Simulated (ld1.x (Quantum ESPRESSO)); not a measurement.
Pb (Z = 82), ultrasoft: configuration errors across variants

ld1.x (Quantum ESPRESSO) 7.5 input, shortened:

```
&input
   title='Pb', zed=82., rel=1, dft='PZ', iswitch=3,
   config='[Xe] 4f14 5d10 6s2 6p2'
 /
 &inputp
   pseudotype=3, tm=.true., lloc=-1, rcloc=2.20,
   nlcc=.true., new_core_ps=.true.,
   which_augfun='PSQ', rmatch_augfun_nc=.true.
 /
6
6S  1  0   2.00   0.00  1.80  1.95  0.0
6S  1  0   0.00   2.60  1.80  1.95  0.0
6P  2  1   2.00   0.00  2.10  2.55  0.0
6P  2  1   0.00   0.05  2.10  2.55  0.0
5D  3  2  10.00   0.00  1.65  1.85  0.0
5D  3  2   0.00   0.15  1.65  1.85  0.0
 &test
   configts(1)='5d10 6s2 6p2'
 /
```

All-electron excitation energies from the reference (eV): (1) 5d10 6s2 6p1 6.833; (2) 5d10 6s2 6p0 20.595; (3) 5d10 6s1 6p0 53.472; (4) 5d10 6s0 6p0 96.666; (5) 5d10 6s0 6p4 18.035; (6) 5d10 6s2 6p2.3 -0.859; (7) 5d10 6s1 6p3 8.821; (8) 5d10 6s2 6p2 spin -0.452; (9) 5d10 6s2 6p1 spin 6.687.

Spin tests fill each open shell by Hund’s rule, majority spin first.

The overlap operator is not positive definite (basis up to 400 Ry) in “type PAW; local potential all-electron potential smoothed inside 1.45 bohr (lloc = -1); augmentation BG, radius 1.85 bohr”. Such files are unfit for use, however small their errors in these radial tests.

Tests that are not counted but printed errors over 1 eV. “type PAW; local potential all-electron potential smoothed inside 1.45 bohr (lloc = -1); augmentation BG, radius 1.85 bohr”: 5d10 6s0 6p4 (solver errors, printed error -1359 eV).

3 further variants failed, have other tests or too few solved ones, and are left out.

A true bound ghost makes a file unfit for plane-wave use even where its test errors are small: the radial tests pick states by their node count and pass the ghost by. Where a test does run into it, the solver fails or the error is huge.

Errors AE − PS in meV (a dash: test not solved or not reliable):

```csv
change,(1),(2),(3),(4),(5),(6),(7),(8),(9),bound ghosts
base,-3.1,-11,-40,-115,-15,+0.3,-4.4,-0.5,-3.4,none
"wave 6s channel at 2.6 Ry: rcut 1.80, rcutus 1.95 bohr becomes 6s channel at 0.39 Ry: rcut 1.80, rcutus 1.95 bohr",-3.2,-11,-40,-115,-15,+0.3,-4.4,-0.6,-3.4,none
local potential all-electron potential smoothed inside 2.55 bohr (lloc = -2),-3.1,-11,-41,-117,-15,+0.4,-4.3,-0.5,-3.4,none
"type PAW; local potential all-electron potential smoothed inside 1.45 bohr (lloc = -1); augmentation BG, radius 1.85 bohr",+77,+892,+2238,+5306,–,+1.8,+53,+3.3,+77,"s, p (d not tested, overlap not positive)"
"waves 5d (bound): rcut 1.65, rcutus 1.86 bohr; 5d channel at 0.15 Ry: rcut 1.65, rcutus 1.86 bohr",-3.1,-11,-40,-115,-15,+0.3,-4.4,-0.5,-3.4,none
```

Question: Give the same row for: all radii but the core radius scaled by about 1.40 (s 2.74, p 3.58, d 2.60 bohr, rcut 2.54/2.96/2.32); local potential all-electron potential smoothed inside 3.10 bohr (lloc = -1).

Answer: -5.5, -29, -111, -312, -55, +0.3, -14, +5.4, -3.3; bound ghosts: none.
